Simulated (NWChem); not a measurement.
Molecule: BCl

```xyz
2

B      0.0000     0.0000    -1.2902
Cl     0.0000     0.0000     0.4290
```
Atoms are numbered in this order, from 1.

Program: NWChem. Structure relaxed at the PBE0/def2-SVP level. Vertical excitations in the gas phase; the lowest state need not have the same character in each row.

For level B3LYP/def2-SVPD, full TDDFT:

lowest triplet (eV): 1.76
orbital gap (eV): 5.08

Problem. What are these values for level PBE0/def2-SVPD, full TDDFT?

Solution. The lowest triplet (eV) comes out as 1.45 and the orbital gap (eV) is 5.50.
